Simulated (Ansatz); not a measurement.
Input for Ansatz (development build ahead of 0.2.0):

```yaml
crystal:
  periodic: [false, false, false]
  atoms:
    - { symbol: Li, position_ang: [-1.66614, 0.61784, -0.25127] }
    - { symbol: Li, position_ang: [1.19971, 0.05502, 1.29473] }
    - { symbol: F, position_ang: [0.63127, -1.04204, -1.58779] }
    - { symbol: F, position_ang: [-0.25341, 0.37057, 0.57163] }
basis:
  gaussian: { orbitals: def2-SVP }
total_charge: 1
magnetization:
  spin_polarized: true
  initial_magnetization: 1
hamiltonian:
  xc: hf
output:
  forces: true
```

The input is written out in the form of the current development build from the run's settings.

Output:

```yaml
Converged: yes
Total_energy: -213.49029 hartree
Spin_squared_of_the_determinant: 0.753
Stability_test: minimum
```

Forces (eV/Å):
```json
{"atom": "Li1", "Fx": "-0.004", "Fy": "0.013", "Fz": "0.023"}
{"atom": "Li2", "Fx": "-0.013", "Fy": "0.015", "Fz": "0.019"}
{"atom": "F3", "Fx": "-0.016", "Fy": "0.025", "Fz": "0.038"}
{"atom": "F4", "Fx": "0.032", "Fy": "-0.053", "Fz": "-0.080"}
```
